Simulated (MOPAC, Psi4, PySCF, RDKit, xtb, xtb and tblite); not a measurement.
Two geometries of SMILES COCC[Si](C)(C)C, singlet, relaxed at GFN2-xTB with one dihedral held; other torsions can differ between them too.

Structure A

```
24

C      3.0968     1.0807     0.0449
O      1.8441     0.5244    -0.2409
C      1.7790    -0.8621     0.0127
C      0.3884    -1.3584    -0.3824
Si     0.3401    -2.3451    -2.0233
C     -1.4729    -2.8067    -2.3963
C      1.0527    -1.2863    -3.4397
C      1.3673    -3.9451    -1.8262
H      3.0309     2.1420    -0.1869
H      3.8868     0.6220    -0.5649
H      3.3589     0.9539     1.1039
H      1.9713    -1.0419     1.0839
H      2.5729    -1.3782    -0.5487
H     -0.0147    -1.9708     0.4237
H     -0.2483    -0.4774    -0.4487
H     -2.0935    -1.9230    -2.5057
H     -1.9014    -3.4114    -1.6030
H     -1.5490    -3.3756    -3.3174
H      0.4539    -0.3949    -3.6001
H      1.0842    -1.8363    -4.3757
H      2.0633    -0.9590    -3.2157
H      1.3294    -4.5496    -2.7274
H      2.4121    -3.7292    -1.6237
H      0.9965    -4.5558    -1.0082
```

Structure B

```
24

C      3.2875     0.7834     0.1183
O      1.9837     0.4713    -0.2844
C      1.5721    -0.8275     0.0809
C      0.2077    -1.0845    -0.5361
Si    -0.0066    -0.1170    -2.1814
C     -1.5248    -0.8965    -3.0501
C     -0.3843     1.7266    -1.8822
C      1.5024    -0.3524    -3.3264
H      3.4924     1.7950    -0.2277
H      4.0181     0.0917    -0.3225
H      3.3887     0.7454     1.2107
H      1.5572    -0.9232     1.1782
H      2.3028    -1.5559    -0.3065
H      0.0760    -2.1542    -0.6839
H     -0.5684    -0.7628     0.1572
H     -2.4104    -0.8506    -2.4238
H     -1.3565    -1.9394    -3.3005
H     -1.7524    -0.3734    -3.9731
H     -1.2977     1.8506    -1.3079
H     -0.5157     2.2529    -2.8230
H      0.4187     2.2074    -1.3362
H      1.2990     0.0330    -4.3210
H      2.3723     0.1683    -2.9421
H      1.7614    -1.4023    -3.4298
```

### Question
Which is lower in energy at the level B3LYP-D3(BJ)/def2-SVP // GFN2-xTB run with Psi4, and by how much?

### Answer
B is lower, by 11.56 kJ/mol (dihedral O2–C3–C4–Si5: 105° in A, 30° in B).

E(B) − E(A) in kJ/mol at the other levels, on the same two geometries: GFN2-xTB (xtb and tblite) -9.37; MMFF94 // GFN2-xTB (RDKit) 25.33; B3LYP/def2-SVP // GFN2-xTB (Psi4) -7.31; PBE/def2-SVP // GFN2-xTB (Psi4) -7.67; PBE-D3(BJ)/def2-SVP // GFN2-xTB (Psi4) -10.21; UFF // GFN2-xTB (RDKit) 12.56; AM1, restricted, heats of formation // GFN2-xTB (MOPAC) 9.79; PM6, restricted, heats of formation // GFN2-xTB (MOPAC) 16.44; GFN1-xTB // GFN2-xTB (xtb) -22.02; restricted B3LYP/6-31G*, spherical d, density fitting // GFN2-xTB (PySCF) -6.02; restricted B3LYP/3-21G, density fitting // GFN2-xTB (PySCF) -26.77.
